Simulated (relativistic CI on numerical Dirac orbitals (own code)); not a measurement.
Ti2+ in a cubic cluster: L2,3 absorption with charge transfer

Computed with a charge-transfer multiplet model of a cubic metal-ligand cluster with up to one ligand hole, Slater and spin-orbit integrals from Dirac-Coulomb-Breit ions, Slater integrals scaled by 0.8. The ground state mixes d2 with configurations of k ligand holes L, whose averages lie at kΔ + k(k − 1)U_dd/2; a core hole lowers each added d electron by U_cd. 300 K, Lorentzian 0.4 eV and Gaussian 0.3 eV FWHM.

Atomic integrals in eV (Slater integrals scaled, ζ unscaled), ground: F2dd 6.578, F4dd 4.090, zeta_d 0.013; with the core hole: F2dd 7.324, F4dd 4.560, zeta_d 0.022, zeta_core 3.746, F2cd 3.920, G1cd 2.783, G3cd 1.577.

Cluster parameters (eV): U_dd = 4.9, U_cd = 5.7, 10Dq = 0.6, 10Dq(ligand) = 0.7, V(eg) = 1.6, V(t2g) = -0.69, final-state hopping factor = 0.9.

```tsv
Case	n_d	d2	d3L	S
Δ = 5.8 eV	2.18	0.82	0.18	1.00
Δ = 7.8 eV	2.13	0.87	0.13	1.00
Δ = 10.8 eV	2.08	0.92	0.08	1.00
```

Weights, n_d and S are thermal averages at 300 K. Photon energies count from the first peak over 30 % of the highest in each spectrum, which can be another peak from case to case. The parameters are a model scan and need not match a compound or its usual spin state. Peaks in eV (height, largest 100):
- Δ = 5.8 eV: -2.5 (8), 0.0 (100), 5.1 (45), 6.2 (55)
- Δ = 7.8 eV: -2.4 (8), 0.0 (100), 5.3 (45), 6.3 (58)
- Δ = 10.8 eV: -2.4 (8), 0.0 (100), 5.3 (44), 6.3 (59)

For the case Δ = 7.8 eV, Δ = 7.8 eV is larger than U_dd = 4.9 eV, the Mott-Hubbard side of the Zaanen-Sawatzky-Allen scheme. With the core hole the configuration with one ligand hole lies at Δ + U_dd − U_cd = 5.0, 7.0, 10.0 eV from the one without, in the order of the table; where this is negative the screened configuration lies lower.

With at most 1 ligand hole the space is cut while the next configuration still counts, so covalency is underestimated, and a final configuration with one more ligand hole, which can lie low, is missing from the spectra.
